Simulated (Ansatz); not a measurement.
Geometry optimisation, RKS B3LYP/def2-SVP (Ansatz).

Input:

```yaml
crystal:
  periodic: [false, false, false]
  atoms:
    - { symbol: B, position_ang: [-0.595396, -1.158685, 0.001169] }
    - { symbol: O, position_ang: [0.81939, -1.159214, 0.147674] }
    - { symbol: F, position_ang: [-1.111722, -1.350874, -1.190067] }
    - { symbol: F, position_ang: [-1.389147, -1.06911, 1.056201] }
    - { symbol: Zn, position_ang: [0.338806, 1.932117, -0.395589] }
    - { symbol: H, position_ang: [-0.915526, 1.151741, -0.774038] }
    - { symbol: F, position_ang: [1.750934, 2.845509, 0.079943] }
    - { symbol: H, position_ang: [1.102463, -1.191484, 1.074806] }
basis:
  gaussian: { orbitals: def2-SVP }
hamiltonian:
  xc: b3lyp
relax:
  f_tol: 0.03
  max_steps: 50
```

Launched with:

```bash
$ ansatz run input.yaml --threads 2 --pin off --max-ram 3072MiB --backend cpu --events-out ev --progress --plain --runs-dir out
```

Where does it end, and by what steps?

The forces met the threshold. The force dipped under the threshold on the way, but the program's further checks kept it going. After 22 steps the energy has fallen by 0.697 eV; H6 moved furthest, 1.86 Å.

```csv
step,energy less start (eV),largest force component (eV/Å),accepted
0,0.0000,2.390,yes
1,-0.0352,1.800,yes
2,-0.0863,1.766,yes
3,-0.1322,1.550,yes
4,-0.1863,1.402,yes
5,-0.2426,1.249,yes
6,-0.3025,1.129,yes
7,-0.2748,3.098,no
8,-0.3610,0.236,yes
9,-0.3983,0.183,yes
10,-0.4476,0.473,yes
11,-0.5057,0.731,yes
12,-0.5796,0.384,yes
13,-0.6217,0.376,yes
14,-0.6554,0.375,yes
15,-0.6601,0.599,yes
16,-0.6725,0.229,yes
17,-0.6801,0.133,yes
18,-0.6924,0.179,yes
19,-0.6935,0.074,yes
20,-0.6957,0.020,yes
21,-0.6957,0.155,yes
22,-0.6969,0.028,yes
```

```xyz
8
Properties=species:S:1:pos:R:3
B -0.538 -1.523 0.222
O -0.035 -0.280 0.073
F -1.453 -1.961 -0.623
F -0.139 -2.324 1.199
Zn 0.393 1.927 -0.614
H -0.302 2.585 -1.791
F 1.421 1.523 0.824
H 0.652 0.054 0.710
```

Time of the run: 69 s on 2 threads of Arm Neoverse V2, on a shared host, peak memory 0.26 GiB.
